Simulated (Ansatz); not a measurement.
# A ladder of methods for BH3Br− (SMILES [H][B-]([H])([H])Br)

The species is BH3Br− (5 atoms), meant as a singlet with charge -1. SMILES: `[H][B-]([H])([H])Br`. The shape is that of a GFN2-xTB optimisation.

```xyz
5

B    -0.0024    0.0017   -0.1851
Br    0.0152   -0.0198    1.8429
H     1.1495    0.0105   -0.5598
H    -0.5857    1.0038   -0.5364
H    -0.5765   -0.9962   -0.5616
```

Each level gives the energy change with the B1–H5 bond stretched from 1.211 to 1.514 Å (eV). The values are calculated.

```json
{"level": "PBE0/STO-3G (restricted)", "kind": "global hybrid", "program": "Ansatz", "value (eV)": "1.00", "less FCI/STO-3G": "+0.10", "CPU time (all runs)": "1.9 s"}
{"level": "CAM-B3LYP/STO-3G (restricted)", "kind": "range-separated hybrid", "program": "Ansatz", "value (eV)": "1.01", "less FCI/STO-3G": "+0.11", "CPU time (all runs)": "2.2 s"}
{"level": "wB97X/STO-3G (restricted)", "kind": "range-separated hybrid", "program": "Ansatz", "value (eV)": "1.01", "less FCI/STO-3G": "+0.11", "CPU time (all runs)": "8.3 s"}
{"level": "MP2/STO-3G (restricted)", "kind": "perturbation theory", "program": "Ansatz", "value (eV)": "1.01", "less FCI/STO-3G": "+0.11", "CPU time (all runs)": "0.26 s"}
{"level": "CCSD/STO-3G (restricted)", "kind": "coupled cluster or CI", "program": "Ansatz", "value (eV)": "0.91", "less FCI/STO-3G": "+0.01", "CPU time (all runs)": "0.36 s"}
{"level": "CCSDT(Q)/STO-3G (restricted)", "kind": "coupled cluster or CI", "program": "Ansatz", "value (eV)": "0.90", "less FCI/STO-3G": "0.00", "CPU time (all runs)": "0.8 s"}
{"level": "CCSDT/STO-3G (restricted)", "kind": "coupled cluster or CI", "program": "Ansatz", "value (eV)": "0.90", "less FCI/STO-3G": "0.00", "CPU time (all runs)": "0.66 s"}
{"level": "FCI/STO-3G", "kind": "exact in the basis", "program": "Ansatz", "value (eV)": "0.90", "less FCI/STO-3G": "0.00", "CPU time (all runs)": "15 s"}
```

FCI/STO-3G is exact within its basis and frozen core, so for wave-function methods in that basis the difference is their error; functionals converge differently with the basis, so for them it is only a difference. All-electron rows without a relativistic Hamiltonian named are non-relativistic. Sets without diffuse functions describe the anion poorly. The first shape isn't each level's own minimum. The values span 0.90 to 1.01 eV. All rows use very small basis sets, so even the best lies far from the true value. In the correlated wave-function rows the outer d shell of Br is correlated, in sets not made for it. Times are those of the runs behind each value, whatever else they computed, on shared processors of several kinds: orders of magnitude only.
